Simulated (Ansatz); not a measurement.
Cost and result for the atomization energy of AlH$_{5}$SSn, SMILES `[AlH2][S][SnH3]` (8 atoms, 7 bonds).

```xyz
8

Al   -1.436   -1.288    0.362
S    -1.336    0.710   -0.479
Sn    1.045    1.062   -0.317
H    -0.089   -1.977    0.834
H    -2.853   -1.978    0.471
H     1.514    0.964    1.319
H     1.307    2.625   -0.941
H     1.848   -0.118   -1.249
```

Charge 0, multiplicity 1. Correlated methods include outer-core shells of Sn, which these sets cover unevenly. Sn takes the def2 core potential. All single points use the PBE0-D4/def2-TZVP geometry. Program: Ansatz. All runs use 2 threads of an Arm Neoverse V1 on a shared host. Times are those of one run each, without the atoms' runs, and a repeat can differ threefold. Electronic energies, without spin–orbit coupling; frozen cores. CCSD(T)/CBS adds CCSD(T) − MP2 in def2-TZVPP to the MP2 limit, and its time is that of the two runs behind it. T1 = 0.013. With those shells the extrapolation isn't a true limit. B3LYP takes the VWN-RPA correlation (the form of Gaussian; ORCA's B3LYP/G).

CCSD(T)/CBS is a level of theory with its own doubt, some kJ/mol a heavy atom from the limit and from the frozen cores, so smaller differences don't rank the functionals.

```tsv
level	functions	wall time
revPBE-D4/def2-TZVPP	204	3 s
PBE-D4/def2-TZVPP (with forces)	204	3.5 s
CCSD(T)/def2-SVP	87	3.5 s
BHLYP-D4/def2-TZVPP	204	4.3 s
PBE0-D4/def2-TZVPP	204	4.5 s
CAM-B3LYP-D4/def2-TZVPP	204	4.8 s
B3LYP-D4/def2-TZVPP (with forces)	204	6.5 s
B2PLYP/def2-TZVPP	204	7 s
r2SCAN-D4/def2-TZVPP (with forces)	204	7.5 s
ωB97M-V/def2-TZVPP (with forces)	204	19 s
MP2/def2-QZVPP	372	20 s
CCSD(T)/def2-TZVPP	204	96 s
CCSD(T)/CBS(def2)	–	120 s
```

(1) What atomization energy does each give, and how far from CCSD(T)/CBS? (An estimate is asked.)

## Answers

(1) Ansatz gave: 
| level | atomization (kJ/mol) | difference from CCSD(T)/CBS | per bond |
| --- | --- | --- | --- |
| revPBE-D4/def2-TZVPP | 1921.2 | -91.9 | -13.1 |
| PBE-D4/def2-TZVPP (with forces) | 1955.6 | -57.5 | -8.2 |
| CCSD(T)/def2-SVP | 1844.2 | -168.9 | -24.1 |
| BHLYP-D4/def2-TZVPP | 1958.4 | -54.7 | -7.8 |
| PBE0-D4/def2-TZVPP | 1954.0 | -59.1 | -8.5 |
| CAM-B3LYP-D4/def2-TZVPP | 1983.7 | -29.4 | -4.2 |
| B3LYP-D4/def2-TZVPP (with forces) | 1972.9 | -40.2 | -5.7 |
| B2PLYP/def2-TZVPP | 1944.1 | -69.0 | -9.9 |
| r2SCAN-D4/def2-TZVPP (with forces) | 1993.9 | -19.2 | -2.7 |
| ωB97M-V/def2-TZVPP (with forces) | 1997.4 | -15.7 | -2.2 |
| MP2/def2-QZVPP | 1955.3 | -57.8 | -8.3 |
| CCSD(T)/def2-TZVPP | 1952.9 | -60.2 | -8.6 |
| CCSD(T)/CBS(def2) | 2013.1 | 0.0 | 0.0 |

Leaving LDA and LC-ωPBE aside and taking each functional with its dispersion term where it has one, the values, not all of them listed here, spread over 145.4 kJ/mol, from revPBE-D4 to B97M-V. LDA lies +276.2 kJ/mol from PBE without D4, its usual overbinding. The D4 term adds +30.9 kJ/mol with B3LYP and +16.2 kJ/mol with PBE0; it sums over pairs of atoms, weighted by their polarisabilities, and B3LYP, whose exchange is more repulsive, gets the larger term. From BLYP to BHLYP (50 % exact exchange), in def2-TZVPP and without D4, the atomization energy moves by +24.4 kJ/mol.

Spin–orbit coupling would lower the free Sn atoms strongly, and the atomization energy with them, by more than many differences here. For some Ge, Se and Sn compounds the MP2-based and the directly extrapolated limit differ by 10 to 25 kJ/mol.
